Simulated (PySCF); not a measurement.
H5ClInNO2, singlet, B3LYP/def2-SVP optimised geometry.

```
10

In    -0.30     0.11     0.00
Cl    -1.45    -1.85    -0.74
O      1.72     0.11     0.00
H      2.11     0.19    -0.88
O     -1.33     1.85     0.00
H     -2.11     1.79    -0.56
N     -0.13    -0.21     2.29
H      0.88    -0.23     2.47
H     -0.54    -1.09     2.62
H     -0.55     0.56     2.82
```

Density from B3LYP/def2-TZVP, def2 effective core potentials past Kr (PySCF 2.14.0) at that geometry. The core electrons that the potentials of In replace are not part of the density.

Minimum of the electron density along straight lines between bonded atoms, close to the bond critical point (lines longer than 1.1 times the sum of covalent radii, or with two minima, are not listed):

| bond | length / Å | ρ at the minimum / e bohr⁻³ | ∇²ρ there / e bohr⁻⁵ | position (fraction from the first atom) |
|---|---|---|---|---|
| In1–Cl2 | 2.391 | ___ | 0.19 | 0.48 |
| In1–O3 | 2.021 | 0.105 | 0.45 | 0.52 |
| O3–H4 | 0.966 | 0.354 | -2.29 | 0.80 |
| In1–O5 | 2.019 | 0.106 | 0.45 | 0.52 |
| O5–H6 | 0.967 | 0.353 | -2.28 | 0.80 |
| In1–N7 | 2.319 | ___ | 0.19 | 0.50 |
| N7–H8 | 1.024 | 0.329 | -1.64 | 0.74 |
| N7–H9 | 1.022 | 0.331 | -1.63 | 0.74 |
| N7–H10 | 1.022 | 0.331 | -1.63 | 0.74 |

Q: Complete the blanks.

A: 
- In1–Cl2, ρ at the minimum / e bohr⁻³: 0.075
- In1–N7, ρ at the minimum / e bohr⁻³: 0.060
